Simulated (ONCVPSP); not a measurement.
Configuration tests for V (ONCV)

ONCVPSP 4.0.1 input, shortened (lines: element, Z, core and valence counts, functional; n l f; lmax; l rc ep ncon nbas qcut; lloc lpopt rc5 dvloc0; l nproj debl; icmod fcfact rcfact), PW91, scalar-relativistic:

```
  V 23.00    5    2  -109134      upf
    1    0    2.00
    2    0    2.00
    2    1    6.00
    3    0    2.00
    3    1    6.00
    3    2    3.00
    4    0    2.00
    2
    0    2.70    0.00    5    9    2.30
    1    2.35    0.19    4    7    3.80
    2    1.30    0.00    3    8    9.60
    4    4    1.30    3.00
    0    3    2.50
    1    2    0.80
    2    2    2.50
    3    4.00    1.20
```

Energies are relative to the spin-unpolarised reference configuration 3d3 4s2; without spin polarisation the order of configurations can differ from experiment.

Problem. Give the all-electron excitation energy and the error of the potential for: 3d3 4s1; 3d3 4s0; 3d2 4s0; 3d3 4s0 4p1.

Solution.

```
valence configuration  charge  ΔE all-electron (eV)  error AE − PS (meV)
              3d3 4s1      +1                 7.786                  0.0
              3d3 4s0      +2                22.110                  +55
              3d2 4s0      +3                51.106                 -2.0
          3d3 4s0 4p1      +1                11.904                  +11
```

Levels in the configuration 3d3 4s0 4p1:

```csv
level,all-electron (eV),pseudo (eV)
3d,-13.883,-13.830
4p,-7.502,-7.494
```

Note: ghosts flagged at negative energy: p at -27.8 eV; GHOST(+) flagged for s at 165.5 eV. A true bound ghost makes a file unfit for plane-wave use.
